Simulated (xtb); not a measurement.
C$_{2}$F$_{2}$N, doublet, geometry from GFN2-xTB, atoms displaced at random by about 0.06 Å a coordinate; GFN2-xTB run with xtb.

xtb was given this input:
```
$ xtb mol.xyz --gfn 2 --chrg 0 --uhf 1 --opt --json

# file mol.xyz
5

C     -0.03448357    -0.03700188    -0.33545037
C     -0.05152169     0.10701954     0.96755415
F      1.08802490    -0.18152707    -1.06011441
F     -1.10765818    -0.21966327    -1.02518135
N      0.07587788     0.40450880     2.15214871
```

Question: What does xtb print? Leave out banner, timings and long lists.

Answer: 
```
   ID    Z sym.   atoms
    1    6 C      1, 2
    2    9 F      3, 4
    3    7 N      5

           -------------------------------------------------
          |                Calculation Setup                |
           -------------------------------------------------

           -------------------------------------------------
          |                 G F N 2 - x T B                 |
           -------------------------------------------------

          ...................................................
          :                      SETUP                      :
          :.................................................:
          :  # basis functions                  20          :
          :  # atomic orbitals                  20          :
          :  # shells                           10          :
          :  # electrons                        27          :
          :  max. iterations                   250          :
          :  Hamiltonian                  GFN2-xTB          :
          :  restarted?                      false          :
          :  GBSA solvation                  false          :
          :  PC potential                    false          :
          :  electronic temp.          300.0000000     K    :
          :  accuracy                    1.0000000          :
          :  -> integral cutoff          0.2500000E+02      :
          :  -> integral neglect         0.1000000E-07      :
          :  -> SCF convergence          0.1000000E-05 Eh   :
          :  -> wf. convergence          0.1000000E-03 e    :
          :  Broyden damping             0.4000000          :
          :  net charge                          0          :
          :  unpaired electrons                  1          :
          ...................................................

 iter      E             dE          RMSdq      gap      omega  full diag
   1    -16.6249343 -0.166249E+02  0.796E+00    2.43       0.0  T
   2    -16.6327273 -0.779298E-02  0.547E+00    3.07       1.0  T
   3    -16.6457383 -0.130109E-01  0.364E+00    2.77       1.0  T
   4    -16.6661964 -0.204581E-01  0.118E+00    2.58       1.0  T
   5    -16.6727727 -0.657625E-02  0.236E-01    2.75       1.0  T
   6    -16.6728170 -0.443721E-04  0.357E-02    2.75       1.3  T
   7    -16.6728174 -0.419731E-06  0.907E-03    2.76       4.9  T
   8    -16.6728175 -0.569261E-07  0.304E-03    2.76      14.7  T
   9    -16.6728175 -0.276943E-08  0.688E-04    2.76      65.0  T
  10    -16.6728175 -0.100761E-08  0.256E-04    2.76     174.6  T

   *** convergence criteria satisfied after 10 iterations ***

         :::::::::::::::::::::::::::::::::::::::::::::::::::::
         ::                     SUMMARY                     ::
         :::::::::::::::::::::::::::::::::::::::::::::::::::::
         :: total energy             -16.533302930249 Eh    ::
         :: gradient norm              0.196689447847 Eh/a0 ::
         :: HOMO-LUMO gap              2.756297182589 eV    ::
         ::.................................................::
         :: SCC energy               -16.672817400043 Eh    ::
         :: -> isotropic ES            0.022991094443 Eh    ::
         :: -> anisotropic ES          0.003825345356 Eh    ::
         :: -> anisotropic XC          0.006925659193 Eh    ::
         :: -> dispersion             -0.001975781388 Eh    ::
         :: repulsion energy           0.139514469794 Eh    ::
         :: add. restraining           0.000000000000 Eh    ::
         :: total charge               0.000000000000 e     ::
         :::::::::::::::::::::::::::::::::::::::::::::::::::::

      -----------------------------------------------------------
     |                   =====================                   |
     |                        A N C O P T                        |
     |                   =====================                   |
     |               Approximate Normal Coordinate               |
[...]
 * total energy  :   -16.5333029 Eh     change       -0.2170424E-09 Eh
 * total energy  :   -16.5440115 Eh     change       -0.1070852E-01 Eh
 * total energy  :   -16.5446541 Eh     change       -0.6426919E-03 Eh
 * total energy  :   -16.5452057 Eh     change       -0.5515992E-03 Eh
 * total energy  :   -16.5453698 Eh     change       -0.1640572E-03 Eh
 * total energy  :   -16.5454870 Eh     change       -0.1172183E-03 Eh
 * total energy  :   -16.5456157 Eh     change       -0.1286779E-03 Eh
 * total energy  :   -16.5456730 Eh     change       -0.5729680E-04 Eh
 * total energy  :   -16.5456777 Eh     change       -0.4686984E-05 Eh
   *** GEOMETRY OPTIMIZATION CONVERGED AFTER 9 ITERATIONS ***
         :: total energy             -16.545677682887 Eh    ::
[...]
           -------------------------------------------------

    * Orbital Energies and Occupations

         #    Occupation            Energy/Eh            Energy/eV
      -------------------------------------------------------------
         1        2.0000           -0.9047350             -24.6191
         2        2.0000           -0.8972634             -24.4158
         3        2.0000           -0.7159157             -19.4811
         4        2.0000           -0.6872769             -18.7018
         5        2.0000           -0.6499109             -17.6850
         6        2.0000           -0.6395386             -17.4027
         7        2.0000           -0.6302552             -17.1501
         8        2.0000           -0.5747974             -15.6410
         9        2.0000           -0.5672615             -15.4360
        10        2.0000           -0.5669792             -15.4283
        11        2.0000           -0.5381552             -14.6439
        12        2.0000           -0.5326959             -14.4954
        13        2.0000           -0.4781526             -13.0112
        14        1.0000           -0.4044745             -11.0063 (HOMO)
        15                         -0.2835948              -7.7170 (LUMO)
        16                         -0.2043195              -5.5598
        17                         -0.0015143              -0.0412
        18                          0.1771333               4.8200
        19                          0.2798235               7.6144
        20                          1.1099308              30.2028
      -------------------------------------------------------------
                  HL-Gap            0.1208797 Eh            3.2893 eV
             Fermi-level           -0.3926741 Eh          -10.6852 eV

     #   Z          covCN         q      C6AA      α(0)
     1   6 C        2.550     0.316    21.702     7.614
     2   6 C        1.893     0.094    28.776     8.664
     3   9 F        0.787    -0.132    10.559     3.838
     4   9 F        0.787    -0.132    10.556     3.838
     5   7 N        0.911    -0.145    24.142     7.106

 Mol. C6AA /au·bohr⁶  :        452.786636
 Mol. C8AA /au·bohr⁸  :      10640.056402
 Mol. α(0) /au        :         31.060277

Wiberg/Mayer (AO) data.
largest (>0.10) Wiberg bond orders for each atom

 ---------------------------------------------------------------------------
     #   Z sym  total        # sym  WBO       # sym  WBO       # sym  WBO
 ---------------------------------------------------------------------------
     1   6 C    3.581 --     2 C    1.260     4 F    1.069     3 F    1.068
                             5 N    0.184
     2   6 C    3.967 --     5 N    2.639     1 C    1.260
     3   9 F    1.225 --     1 C    1.068
     4   9 F    1.226 --     1 C    1.069
     5   7 N    2.932 --     2 C    2.639     1 C    0.184
 ---------------------------------------------------------------------------

Topologies differ in total number of bonds
Writing topology from bond orders to xtbtopo.mol

molecular dipole:
                 x           y           z       tot (Debye)
 q only:       -0.004      -0.015      -0.082
   full:       -0.014      -0.093      -0.515       1.332
molecular quadrupole (traceless):
                xx          xy          yy          xz          yz          zz
 q only:        0.405      -0.043       1.962      -0.050      -0.799      -2.367
  q+dip:        0.054      -0.090       3.807      -0.056      -1.403      -3.861
   full:        1.223      -0.096       4.572      -0.121      -1.904      -5.795

optimized geometry written to: xtbopt.xyz

           -------------------------------------------------
          | TOTAL ENERGY              -16.545677682887 Eh   |
          | GRADIENT NORM               0.000784866332 Eh/α |
          | HOMO-LUMO GAP               3.289304651215 eV   |
           -------------------------------------------------

normal termination of xtb
```
